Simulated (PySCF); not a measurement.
Se(OH)2 (H2O2Se), SMILES O[Se]O.

Coordinates come from a B3LYP-D3(BJ)/def2-TZVP optimisation. Other conformers were not sampled.

Vertical ionisation energy (IE) and electron affinity (EA) in eV. Rows of orbital energies are one-electron estimates. Where ΔSCF, EOM or ADC give a negative EA the extra electron is unbound and the value depends on the basis.

| level | IE | EA |
|---|---|---|
| −ε(HOMO), −ε(LUMO), PBE0/def2-TZVPD (PySCF) | … | … |
| ADC(2)/aug-cc-pVDZ (PySCF) | 8.71 | -0.46 |

Task: Complete the blanks. (An estimate is asked for; the answer gives what the named calculation found.)

Result: 
- −ε(HOMO), −ε(LUMO), PBE0/def2-TZVPD (PySCF), IE: 6.70
- −ε(HOMO), −ε(LUMO), PBE0/def2-TZVPD (PySCF), EA: 1.10

Task: Beyond the first one, list the lowest photoelectron lines from ADC(2)/aug-cc-pVDZ (PySCF) with their pole strengths (two spins summed). (An estimate is asked for; the answer gives what the named calculation found.)

Result: 10.36 eV (1.68), 10.77 eV (1.71), 12.60 eV (1.69), 12.99 eV (1.73), 15.31 eV (1.72).
